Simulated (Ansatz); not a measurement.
Relaxation of CH$_{5}$BrSSi$_{2}$ (10 atoms, charge 0, multiplicity 1), to a largest force component of 0.015 eV/Å in at most 40 steps.

The calculation used RKS PBE/def2-SVP in Ansatz.

```xyz
10
Properties=species:S:1:pos:R:3:forces:R:3
S -2.148 -0.167 -0.372 -3.84 1.36 -0.46
C -0.509 -0.624 -0.425 0.16 -0.91 -0.40
Si 0.208 -0.838 1.163 1.85 -0.80 2.62
Si 0.688 0.537 -1.199 -0.46 0.96 -0.02
Br 0.501 2.602 -0.422 0.00 0.63 0.17
H -2.070 1.068 0.263 0.28 -0.56 -0.25
H -0.441 -1.562 -0.956 0.02 -0.83 -0.69
H 0.662 -2.274 1.500 0.01 0.58 -0.25
H -0.506 -0.248 2.385 0.31 0.13 -0.63
H 2.028 0.107 -1.361 1.67 -0.55 -0.09
```

Question: Where does it end, and by what steps?

Answer: It converged. After 36 steps the energy has fallen by 2.012 eV; H6 moved furthest, 1.20 Å. Joined: Si3–Si4.

| step | energy less start (eV) | largest force component (eV/Å) | accepted |
| --- | --- | --- | --- |
| 0 | 0.0000 | 3.836 | yes |
| 2 | -1.2562 | 1.034 | yes |
| 4 | -1.7313 | 1.002 | yes |
| 6 | -1.8227 | 1.044 | no |
| 8 | -1.9554 | 0.171 | yes |
| 10 | -1.9663 | 0.048 | yes |
| 12 | -1.9705 | 0.119 | yes |
| 14 | -1.9718 | 0.025 | yes |
| 16 | -1.9726 | 0.095 | yes |
| 18 | -1.9740 | 0.179 | yes |
| 20 | -1.9757 | 0.322 | yes |
| 22 | -1.9847 | 0.390 | yes |
| 24 | -1.9913 | 0.327 | yes |
| 26 | -2.0053 | 0.123 | yes |
| 28 | -2.0082 | 0.067 | yes |
| 30 | -2.0092 | 0.036 | yes |
| 32 | -2.0108 | 0.045 | yes |
| 34 | -2.0117 | 0.034 | yes |
| 36 | -2.0119 | 0.010 | yes |

```xyz
10
Properties=species:S:1:pos:R:3
S -2.266 0.129 0.052
C -0.680 -0.662 -0.347
Si 0.352 -0.943 1.287
Si 0.860 0.488 -0.399
Br 0.496 2.692 -0.517
H -2.267 1.088 -0.924
H -0.753 -1.482 -1.090
H 1.124 -2.229 1.365
H -0.357 -0.581 2.554
H 1.904 0.100 -1.405
```

Whether the end is a true minimum wasn't checked by a vibrational analysis.

Time of the run: 3.4 min on 2 threads of Arm Neoverse N1, on a shared host, peak memory 0.18 GiB.
